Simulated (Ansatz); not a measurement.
`N[Si](F)(F)[SiH3]` → `F[Si]F` + `N[SiH3]` at 298.15 K and 1 bar (silylene formation by 1,1-elimination).

Calculated with Ansatz (gas phase, PBE0-D4/def2-TZVP geometries, no zero-point term in ΔE). CBS: MP2 limit from def2 TZ/QZ plus the TZ coupled-cluster correction, frozen cores. This one scheme is used for every species. One conformer a species, not always the lowest.

```tsv
species	CCSD(T)/CBS energy (Eh)	H − E (kJ/mol)	S (J/(mol·K))
`N[Si](F)(F)[SiH3]`	-835.62453	174.4	367.9
`F[Si]F`	-488.75686	23.6	256.9
`N[SiH3]`	-346.80422	145.7	264.3
```

H − E and S are ideal-gas, rigid-rotor, harmonic terms from PBE0-D4/def2-TZVP, for one conformer and one mirror image of each species. 1 Eh = 2625.50 kJ/mol, R = 8.31446 J/(mol·K).

Q: By hand: ΔE, ΔH, ΔS and ΔG.

A: ΔE = (-488.75686) + (-346.80422) − (-835.62453) = 0.06345 Eh = 166.6 kJ/mol. Δ(H − E) = 23.6 + 145.7 − 174.4 = -5.1, so ΔH = 161.5 kJ/mol. ΔS = 256.9 + 264.3 − 367.9 = 153.3 J/(mol·K). ΔG = 161.5 − 298.15 × (153.3)/1000 = 115.8 kJ/mol.

Q: By hand: the equilibrium constant, and the temperature at which ΔG would vanish if ΔH and ΔS stayed fixed.

A: log₁₀ K = −ΔG/(RT ln 10) = -20.3. ΔG = 0 at ΔH/ΔS = 1053 K.

The number of gas molecules changes by +1, which sets the sign of ΔS. A doubt of 5 kJ/mol in ΔE shifts log₁₀ K by 0.9 here. Other conformers and mirror images would add mixing entropy, several J/(mol·K) or more a flexible species. These are equilibria of isolated gas molecules and say nothing of rates. Largest T1 diagnostic: 0.015 (customary marks: 0.02 for closed shells, 0.045 for open ones).
